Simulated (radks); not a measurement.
Task: All-electron atom: S2- in [Ar]. Method: non-relativistic Kohn-Sham, r2SCAN, spin-polarised, spherical densities, point nucleus; meta-GGA in the generalised Kohn-Sham scheme; Watson sphere of charge +2 and radius 3.6 bohr; computed with a radial shooting solver on a logarithmic mesh with Libxc functionals. Some entries of the table are withheld. Estimate them.

orbital  occ.  eigenvalue (eV)  <r^2> (bohr^2)
1s          2        -2406.631         0.01273
2s          2        -211.1066          0.2731
2p          6        -155.0918             (1)
3s          2         -15.0752           3.895
3p          6              (2)             (3)

Result: 
(1) 2p <r^2> (bohr^2): 0.2446
(2) 3p eigenvalue (eV): -5.4870
(3) 3p <r^2> (bohr^2): 7.165
